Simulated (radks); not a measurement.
Co8+, 19 electrons, occupied as [Ar] 3d1 (the NIST ground configuration). Calculated with a radial shooting solver on a logarithmic mesh with Libxc functionals: Dirac Kohn-Sham, PBE, spin-unpolarised, spherical densities, finite nucleus; open shells fill j = l - 1/2 first; Fermi nuclear charge, rms radius 3.7875 fm. Some entries of the table are withheld. Estimate them.

| orbital | occ. | eigenvalue (hartree) | <r> (bohr) | r(max) (bohr) |
|---|---|---|---|---|
| 1s1/2 | 2 | -285.7537 | 0.05620 | 0.03678 |
| 2s1/2 | 2 | -39.98465 | 0.2549 | 0.2132 |
| 2p1/2 | 2 | -35.60105 | 0.2225 | (1) |
| 2p3/2 | 4 | -35.05664 | 0.2256 | (2) |
| 3s1/2 | 2 | -9.89186 | 0.7177 | 0.6456 |
| 3p1/2 | 2 | -8.53648 | 0.7248 | 0.6406 |
| 3p3/2 | 4 | -8.45064 | 0.7313 | 0.6466 |
| 3d3/2 | 1 | -6.27073 | (3) | (4) |
| 3d5/2 | 0 | -6.25766 | (5) | (6) |

Answer. 
(1) 2p1/2 r(max) (bohr): 0.1704
(2) 2p3/2 r(max) (bohr): 0.1729
(3) 3d3/2 <r> (bohr): 0.7210
(4) 3d3/2 r(max) (bohr): 0.5771
(5) 3d5/2 <r> (bohr): 0.7228
(6) 3d5/2 r(max) (bohr): 0.5786
